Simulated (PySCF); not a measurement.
**Excitation energy of Se by level of theory**

Se [Ar] 3d10 4s2 4p4 (3P) → Se [Ar] 3d10 4s1 4p4 5s1 (5P), as a difference of total energies. Computed with PySCF 2.14 in aug-cc-pVTZ-PP with ECP10MDF (6s5p4d2f, 55 functions), with scalar relativity through the core potential. Correlated levels: valence: 3s2 3p6 3d10 frozen. The calculations carry no spin-orbit coupling.

```csv
method,excitation energy (eV)
UHF,16.115
LDA,17.298
PBE,16.988
PBE0,17.036
r2SCAN,16.963
BP86,17.023
wB97M-V,17.284
BLYP,17.234
M06-2X,16.834
MP2 (valence),16.353
SCS-MP2 (valence),16.507
```

How much does correlation contribute at MP2 (valence)?

16.353 − (16.115) = 0.238 eV, measured against UHF.

The upper state lies above the first ionisation limit, where it may autoionise and the basis confines it. A Rydberg-like electron needs more diffuse functions than a valence basis has.

The promoted electron is Rydberg-like, and one or two diffuse shells describe it only roughly, which tends to raise the upper state.
